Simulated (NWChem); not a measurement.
Molecule: PbO, singlet; SMILES [O]=[Pb]

Program: NWChem. Low-valent species are run as closed-shell singlets; no triplet was tried in these runs. Geometry: optimised at PBE0-D3(BJ)/def2-TZVP. def2 effective core potentials on Pb; no spin-orbit coupling. Vertical excitations in the gas phase.

Problem. Predict the results for B3LYP/def2-SVPD, full TDDFT. Quantities: lowest excitation, singlet (eV); oscillator strength of that lowest state; orbital gap (eV).

Solution. 
- lowest excitation, singlet (eV): 3.33
- oscillator strength of that lowest state: 0.000
- orbital gap (eV): 4.76
